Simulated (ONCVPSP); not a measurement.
## Reading a pseudo-wave (zirconium (Zr))

Columns: radius, all-electron u(r) and pseudo u(r) of the 4p shell (level -32.51 eV) of zirconium in the configuration [Ar] 3d10 4s2 4p6 4d2 5s2; LDA (Perdew-Wang 92), scalar-relativistic, ONCV scheme, ONCVPSP 4.0.1.

| r (bohr) | all-electron | pseudo |
| --- | --- | --- |
| 0.115 | 0.2559 | 0.0243 |
| 0.230 | -0.2879 | 0.0941 |
| 0.345 | -0.4964 | 0.2014 |
| 0.460 | -0.3107 | 0.3341 |
| 0.575 | 0.0323 | 0.4776 |
| 0.690 | 0.3733 | 0.6170 |
| 0.805 | 0.6430 | 0.7391 |
| 0.920 | 0.8250 | 0.8340 |
| 1.035 | 0.9264 | 0.8958 |
| 1.150 | 0.9632 | 0.9230 |
| 1.265 | 0.9529 | 0.9181 |
| 1.380 | 0.9108 | 0.8863 |
| 1.495 | 0.8490 | 0.8343 |
| 1.610 | 0.7769 | 0.7693 |
| 1.725 | 0.7007 | 0.6974 |
| 1.840 | 0.6250 | 0.6239 |
| 1.955 | 0.5526 | 0.5523 |
| 2.070 | 0.4851 | 0.4850 |
| 2.185 | 0.4233 | 0.4233 |
| 2.300 | 0.3677 | 0.3677 |
| 2.415 | 0.3181 | 0.3181 |
| 2.530 | 0.2743 | 0.2743 |
| 2.645 | 0.2358 | 0.2358 |
| 2.760 | 0.2023 | 0.2023 |
| 2.875 | 0.1732 | 0.1732 |
| 2.990 | 0.1480 | 0.1480 |

Question: How many radial nodes do the two functions have?

Answer: The all-electron 4p function has n − l − 1 = 2; the pseudo-wave has 0, since the states of the same l below it are removed with the core.

Question: At about which radius was the pseudo-wave matched?

Answer: 2.20 bohr. The columns agree to 0.0005 from 1.96 bohr on; several derivatives are matched, so the curves merge somewhat inside the radius.

Question: Is the pseudo-wave norm-conserving?

Answer: Yes: the ONCV scheme keeps the norm inside the radius equal to the all-electron one, which fixes the energy derivative of the logarithmic derivative at the level.
